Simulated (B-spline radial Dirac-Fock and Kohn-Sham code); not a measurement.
Mo²⁺: input and output of one calculation

ΔSCF core binding energies without Breit or QED terms, calculated with a B-spline atomic structure program. Keys: rel is the Hamiltonian (dirac, or spin-free x2c and nr, where L3 and M5 stand for the whole 2p and 3d shells), method is hf or an exchange,correlation pair (spin-unpolarised, also for the hole states), nuc the nuclear model, radius_factor scales its radius, rmax is the box in bohr, h the logarithmic mesh step, order the B-spline order, points the quadrature points per cell, c_factor scales the speed of light, and damp, ndamp, maxit and tol steer the iteration. The run stops when the commutator error falls below 10·tol·max(1, Z/10), or the numerical noise floor, and the energy has settled to about 1e-8 Ha; the virial ratio is −V/T.

Input (task.json):

```json
{"items": [{"Z": 42, "q": 2, "cfg": [[1, 0, 2], [2, 0, 2], [2, 1, 6], [3, 0, 2], [3, 1, 6], [3, 2, 10], [4, 0, 2], [4, 1, 6], [4, 2, 4]], "A": 98, "rrms": 4.4091, "do": "settings", "holes": ["K", "L3", "M5"],
  "settings": [{"rel": "x2c", "method": "pbesol", "nuc": "fermi", "radius_factor": 1.0, "rmax": 45.0, "h": 0.3, "order": 8, "points": 10, "c_factor": 1.0, "maxit": 60, "damp": 0.5, "ndamp": 3, "tol": 0.0001}]}]}
```

Command: `python xray2_run.py task.json out`

Ground-state iterations:

```
iter   energy (Ha)        error
   1    -4039.79320664  1.42e+00
   2    -4041.97983869  3.57e-01
   3    -4044.70604973  6.32e-02
   4    -4044.79664737  1.33e-02
   5    -4044.80052591  7.85e-03
   6    -4044.80154734  2.08e-03
   7    -4044.80160842  1.17e-03
   8    -4044.80163721  4.65e-05
   9    -4044.80163721  1.71e-05
```

The ground state converged in 9 iterations, with total energy -4044.80164 Ha, virial ratio 1.96450 and highest orbital energy -20.81 eV. ΔSCF binding energies: K (1s) 20076.9 eV, L3 (2p3/2) 2574.2 eV, M5 (3d5/2) 256.9 eV.
